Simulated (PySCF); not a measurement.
A structure optimised at ωB97X-D3(BJ)/def2-TZVP, used in a PySCF frequency run:

```
Si
N 1 1.7230
H 2 1.0075 1 120.10
H 2 1.0075 3 110.97 1 147.46
H 1 1.4834 2 107.99 3 -47.93
H 1 1.4834 5 110.60 2 117.97
H 1 1.4909 5 107.37 6 116.85
```
Charge 0, spin multiplicity 1.

Question: Write its SMILES, formula and point group.

Answer: N[SiH3], H5NSi, Cs

Question: What are its rotational constants (standard atomic weights)?

Answer: 68.759, 12.673, 12.235 GHz
